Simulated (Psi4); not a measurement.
H$_{3}$BF$_{2}$O$_{2}$SSi (SMILES OB(O)S[SiH](F)F), singlet, at a GFN2-xTB geometry, atoms displaced at random by about 0.08 Å a coordinate; B3LYP/STO-3G, gradient (Psi4).

The Psi4 input:
```
memory 2 GB

molecule mol {
0 1
  Si   -1.456914   -0.186860    0.049740
  F    -2.540930    0.111248   -0.785433
  F    -1.143270    1.369129    0.878706
  S     0.401742   -0.641801   -0.800285
  B     1.791599   -0.377281    0.217475
  O     1.649782    0.753587    1.136253
  O     3.051624   -0.843341   -0.050358
  H    -2.048657   -0.929818    1.223027
  H     0.940539    1.348134    1.220071
  H     3.692703   -0.479025    0.543176
symmetry c1
no_reorient
no_com
}

set basis sto-3g
set reference rks

gradient('b3lyp')
print_variables()
```

Task: What does Psi4 print? Leave out banner, timings and long lists.

Result: 
```
gradient() will perform analytic gradient computation.

   => Loading Basis Set <=

    Name: STO-3G
    Role: ORBITAL
    Keyword: BASIS

         ---------------------------------------------------------
                                   SCF
               by Justin Turney, Rob Parrish, Andy Simmonett
                          and Daniel G. A. Smith
                              RKS Reference
         ---------------------------------------------------------

  ==> Geometry <==

    Molecular point group: c1
    Full point group: C1

    Geometry (in Angstrom), charge = 0, multiplicity = 1:

       Center              X                  Y                   Z               Mass
    ------------   -----------------  -----------------  -----------------  -----------------
         SI          -1.456914000000    -0.186860000000     0.049740000000    27.976926534650
         F           -2.540930000000     0.111248000000    -0.785433000000    18.998403162730
         F           -1.143270000000     1.369129000000     0.878706000000    18.998403162730
         S            0.401742000000    -0.641801000000    -0.800285000000    31.972071174400
         B            1.791599000000    -0.377281000000     0.217475000000    11.009305360000
         O            1.649782000000     0.753587000000     1.136253000000    15.994914619570
         O            3.051624000000    -0.843341000000    -0.050358000000    15.994914619570
         H           -2.048657000000    -0.929818000000     1.223027000000     1.007825032230
         H            0.940539000000     1.348134000000     1.220071000000     1.007825032230
         H            3.692703000000    -0.479025000000     0.543176000000     1.007825032230

  Running in c1 symmetry.

  Rotational constants: A =      0.12585  B =      0.03500  C =      0.02835 [cm^-1]
  Rotational constants: A =   3772.77407  B =   1049.20103  C =    849.90756 [MHz]
  Nuclear repulsion =  459.560239721263997

  Charge       = 0
  Multiplicity = 1
  Electrons    = 72
  Nalpha       = 36
  Nbeta        = 36

  ==> Algorithm <==

  SCF Algorithm Type is DF.
  DIIS enabled.
  MOM disabled.
  Fractional occupation disabled.
  Guess Type is SAD.
  Energy threshold   = 1.00e-08
  Density threshold  = 1.00e-08
  Integral threshold = 1.00e-12

  ==> Primary Basis <==

  Basis Set: STO-3G
    Blend: STO-3G
    Number of shells: 28
    Number of basis functions: 46
    Number of Cartesian functions: 46
    Spherical Harmonics?: true
[...]
  @DF-RKS Final Energy: -1051.44533029944455
    Total Energy =                      -1051.4453302994445494
[...]

   => Composite Functional: B3LYP <=

    B3LYP Hyb-GGA Exchange-Correlation Functional

    P. J. Stephens, F. J. Devlin, C. F. Chabalowski, and M. J. Frisch,  J. Phys. Chem. 98, 11623 (1994) (10.1021/j100096a001)

    Deriv               =              1
    GGA                 =           TRUE
    Meta                =          FALSE

    Exchange Hybrid     =           TRUE
    MP2 Hybrid          =          FALSE

   => Exchange Functionals <=

    0.0800   Slater exchange
    0.7200         Becke 88

   => Exact (HF) Exchange <=

    0.2000               HF

   => Correlation Functionals <=

    0.1900   Vosko, Wilk & Nusair (VWN5_RPA)
    0.8100   Lee, Yang & Parr

   => LibXC Density Thresholds  <==

    XC_HYB_GGA_XC_B3LYP:  1.00E-15

   => Molecular Quadrature <=

    Radial Scheme          =       TREUTLER
    Pruning Scheme         =           NONE
    Nuclear Scheme         =       TREUTLER

    Blocking Scheme        =         OCTREE
    BS radius alpha        =              1
    Pruning alpha          =              1
    Radial Points          =             75
    Spherical Points       =            302
    Total Points           =         210137
    Total Blocks           =           1615
    Max Points             =            256
    Max Functions          =             41
    Weights Tolerance      =       1.00E-15

  -Total Gradient:
     Atom            X                  Y                   Z
    ------   -----------------  -----------------  -----------------
       1       -0.209028220699    -0.019068667750    -0.259309648595
       2        0.214337220170    -0.053148628404     0.187729831764
       3       -0.000386782815     0.049662923288     0.028039929367
       4        0.015602304465     0.049014725101     0.067795616141
       5        0.018660237859    -0.106887187156    -0.064209989987
       6       -0.140017421760     0.111285132874     0.014276190416
       7        0.062499495199     0.046091158434     0.050447425497
       8       -0.015033368894     0.005770936244     0.019061267271
       9        0.104843199567    -0.045788937092     0.009301862565
      10       -0.051456713128    -0.036990299473    -0.053121495682

  Variable Map:
  ----------------------------------------------------------------------------
[...]
  Array Variable Map:
  ----------------------------------------------------------------------------
[...]
[...]
```
